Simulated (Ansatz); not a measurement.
Ansatz (an electronic-structure program) input (CCSD(T)/aug-cc-pV(D+d)Z):
A basis named .json is the Basis Set Exchange file of that set.

Ansatz 0.2 input:
```yaml
crystal:
  periodic: [false, false, false]
  atoms:
    - {symbol: F, position_ang: [0.00931652, 1.35814863, 1.28029695]}
    - {symbol: Si, position_ang: [0.01567875, 0.17099718, 0.22205339]}
    - {symbol: Cl, position_ang: [0.08438803, 1.11384775, -1.60169398]}
    - {symbol: N, position_ang: [-1.35807343, -0.79676844, 0.40349570]}
    - {symbol: Si, position_ang: [-3.03164377, -0.32712970, 0.33146840]}
    - {symbol: O, position_ang: [1.33276185, -0.73370410, 0.42163093]}
    - {symbol: Si, position_ang: [2.93127808, -0.88434753, 0.03692210]}
    - {symbol: H, position_ang: [-1.15977238, -1.78188916, 0.51425551]}
    - {symbol: H, position_ang: [-3.73871767, -0.71290608, 1.57419804]}
    - {symbol: H, position_ang: [-3.72039477, -0.97336950, -0.80973964]}
    - {symbol: H, position_ang: [-3.05167716, 1.14026838, 0.16808827]}
    - {symbol: H, position_ang: [3.62899752, 0.39810021, 0.26782423]}
    - {symbol: H, position_ang: [3.49227692, -1.93553049, 0.90918705]}
    - {symbol: H, position_ang: [3.06087906, -1.27969019, -1.38142035]}
basis:
  gaussian:
    orbitals: aug-cc-pV_D+d_Z.json
total_charge: 1
magnetization: {spin_polarized: true, initial_magnetization: 1}
correlation: {method: ccsd_t, electrons: outside_noble_gas}
```

Output:

```
Functional definition: HF
integrals: 3.60 GiB planned
2583 factors; integrals over basis functions are off by at most 1.0e-3 eV
1.65 GiB of device memory are held for the factors and their scratch space
mean field: 2.80 GiB planned
mean field evaluation 1: about -42414.5185 eV, gradient 4.8e1 eV
mean field evaluation 2: about -42414.5288 eV, gradient 4.8e1 eV
mean field evaluation 4: about -42424.7680 eV, gradient 4.5e0 eV
mean field evaluation 8: about -42425.8435 eV, gradient 8.6e-1 eV
mean field evaluation 16: about -42425.8726 eV, gradient 2.1e-6 eV
mean field evaluation 32: about -42423.9358 eV, gradient 3.6e0 eV
mean field evaluation 64: about -42425.8672 eV, gradient 3.1e-1 eV
mean field evaluation 96: about -42424.0711 eV, gradient 8.7e-1 eV
mean field evaluation 128: about -42424.1314 eV, gradient 1.7e0 eV
mean field evaluation 160: about -42414.1016 eV, gradient 4.5e1 eV
mean field -42425.87256505 eV, -1559.1220594763 hartree, gradient 2.2e-6 eV, S^2 0.762112; 5 other end points of the search recorded, 0 dependent functions left out
determinant -42425.87256505 eV, -1559.1220594763 hartree, with singles and doubles -42454.87717247 eV, -1560.1879591389 hartree
determinant -42424.07645496 eV, -1559.0560536478 hartree, with singles and doubles -42453.34184036 eV, -1560.1315367245 hartree
23 core orbitals not correlated
reference -42425.87256505 eV, -1559.1220594763 hartree; 22, 21 occupied and 215, 216 virtual orbitals, 2583 factors
second order -26.79714042 eV of doubles, -0.00000000 eV of singles
coupled cluster: 20.26 GiB planned
cycle   1  -28.92800653 eV  change   -9.0e-1 eV  update   3.8e-2
cycle   2  -28.98444299 eV  change   -5.6e-2 eV  update   1.1e-2
cycle   3  -28.99060262 eV  change   -6.2e-3 eV  update   7.1e-3
cycle   4  -28.99974491 eV  change   -9.1e-3 eV  update   4.7e-3
cycle   5  -29.00483964 eV  change   -5.1e-3 eV  update   3.0e-3
cycle   6  -29.00804069 eV  change   -3.2e-3 eV  update   1.6e-3
cycle   7  -29.00882892 eV  change   -7.9e-4 eV  update   5.0e-4
cycle   8  -29.00898858 eV  change   -1.6e-4 eV  update   3.1e-4
cycle   9  -29.00895508 eV  change    3.3e-5 eV  update   1.9e-4
cycle  10  -29.00889440 eV  change    6.1e-5 eV  update   1.4e-4
cycle  11  -29.00887189 eV  change    2.3e-5 eV  update   8.8e-5
cycle  12  -29.00887005 eV  change    1.8e-6 eV  update   4.5e-5
perturbative correction -0.85884708 eV, -0.0315620480 hartree
Total energy: -42455.74028218 eV, -1560.2196778357 hartree
```

This state (charge 1, doublet) is run at the relaxed geometry of the species with charge 0 and multiplicity 1.
